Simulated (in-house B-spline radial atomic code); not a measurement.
**TDHF excitations of Cl⁵⁺**

Method: TDHF. Computed with an all-electron radial atomic-structure program (B-spline basis): linear response of the closed shell [Ne] 3s2 with bare exchange (time-dependent Hartree-Fock); non-relativistic, point nucleus, no spin-orbit coupling, no double excitations, S, P, D and F terms only.

Command:
```bash
python run_td.py task.json out
```
Settings (radii: box in bohr, nucleus in fm):
```
Z                        17
electrons                12
configuration            [Ne] 3s2
hamiltonian              nr
method                   hf
box_radius               16.35
intervals                51
```

Time taken, with all properties: 0.2 s on 1 thread of Intel(R) Xeon(R) 6975P-C (Granite Rapids), on a shared host.

The lowest states, in the order of their Tamm-Dancoff energies; the method's threshold (minus the highest occupied level) is 94.87 eV. Labels give the largest channel, * marks a mixed state, and oscillator strengths are full-response dipole values. Energies in eV:

```json
{"state": "3s → 3p 3P", "full response": "9.745", "Tamm-Dancoff": "10.590", "oscillator strength": "-"}
{"state": "3s → 3p 1P", "full response": "17.921", "Tamm-Dancoff": "18.462", "oscillator strength": "1.28"}
{"state": "3s → 3d 3D", "full response": "33.00", "Tamm-Dancoff": "33.06", "oscillator strength": "-"}
{"state": "3s → 3d 1D", "full response": "36.32", "Tamm-Dancoff": "36.37", "oscillator strength": "-"}
{"state": "3s → 4s 3S", "full response": "?", "Tamm-Dancoff": "?", "oscillator strength": "-"}
{"state": "3s → 4s 1S", "full response": "50.57", "Tamm-Dancoff": "50.59", "oscillator strength": "-"}
{"state": "3s → 4p 3P", "full response": "54.50", "Tamm-Dancoff": "54.52", "oscillator strength": "-"}
{"state": "3s → 4p 1P", "full response": "55.22", "Tamm-Dancoff": "55.25", "oscillator strength": "0.147"}
{"state": "3s → 4d 3D", "full response": "?", "Tamm-Dancoff": "?", "oscillator strength": "-"}
{"state": "3s → 4d 1D", "full response": "62.01", "Tamm-Dancoff": "62.02", "oscillator strength": "-"}
```

(1) Where does 3s → 4d 3D lie?

(2) Where does 3s → 4s 3S lie?

(3) How large is the singlet-triplet splitting of 3s → 3p (P terms) in Tamm-Dancoff?

(4) What polarisabilities and dispersion coefficient does the method give?

## Answers

(1) At 61.59 eV in full response, 61.59 eV in Tamm-Dancoff.

(2) At 48.91 eV in full response, 48.92 eV in Tamm-Dancoff.

(3) 7.87 eV, from the unrounded values.

(4) Dipole 3.059 bohr³, quadrupole 3.123 bohr⁵, C6 4.915 hartree·bohr⁶ for two such species.
